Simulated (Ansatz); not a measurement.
Mg₇O₇⁻. The state is a doublet with charge -1. Geometry PBE-D4/def2-SVP; atoms count from 1.

```xyz
14

Mg   -2.3537   -0.5133   -1.3211
Mg   -0.6182   -2.0724   -3.2999
Mg    0.6953    2.1215    3.3855
Mg    1.1220   -0.9360   -1.1610
Mg   -1.9284    0.8889    0.9303
Mg    0.7980    0.6057    1.1003
Mg    3.4923    0.4564    1.4765
O    -2.3292   -1.5518   -2.9080
O     2.2072    1.3527    2.5392
O    -0.5100   -0.1066   -0.2763
O    -0.6336    1.5218    2.1865
O    -3.4235    0.4525   -0.0788
O     2.3505   -0.2477    0.1611
O     1.1311   -1.9716   -2.7343
```

The structure comes from a short search, and lower isomers may exist.

(1) Estimate the Mulliken populations from the PBE0/def2-SVP orbitals of Ansatz.

(2) Where does the spin sit?

(3) And the Mayer bond orders between bonded heavy atoms (over 0.3)?

Results:

(1) 
```tsv
atom	charge (e)	spin (α − β)
Mg1	0.76	0.00
Mg2	0.52	0.00
Mg3	0.46	0.54
Mg4	0.84	0.00
Mg5	0.66	0.00
Mg6	1.20	0.00
Mg7	0.51	0.46
O8	-0.79	0.00
O9	-0.87	-0.02
O10	-0.91	0.00
O11	-0.91	0.01
O12	-0.77	0.00
O13	-0.90	0.01
O14	-0.79	0.00
```
Mulliken values and Mayer orders depend strongly on the basis.

(2) Summed by element: Mg 1.00, O 0.00, of 1 unpaired in all. Largest on single atoms: Mg3 0.54, Mg7 0.46, O9 -0.02.

(3) Mg1–O8 0.80 (1.90 Å); Mg1–O10 0.40 (2.16 Å); Mg1–O12 0.88 (1.90 Å); Mg2–O8 1.27 (1.83 Å); Mg2–O14 1.19 (1.84 Å); Mg3–O9 0.82 (1.90 Å); Mg3–O11 0.80 (1.89 Å); Mg4–O10 0.56 (2.03 Å); Mg4–O13 0.58 (1.93 Å); Mg4–O14 0.87 (1.88 Å); Mg5–O10 0.39 (2.11 Å); Mg5–O11 0.65 (1.91 Å); Mg5–O12 1.17 (1.86 Å); Mg6–O10 0.45 (2.03 Å); Mg6–O11 0.36 (2.02 Å); Mg6–O13 0.39 (2.01 Å); Mg7–O9 0.84 (1.89 Å); Mg7–O13 0.85 (1.88 Å). Values over 0.3 also appear between atoms too far apart for a bond (Mg3–Mg7 0.41 at 3.77 Å); they arise where an orbital or an unpaired electron spreads over both atoms.
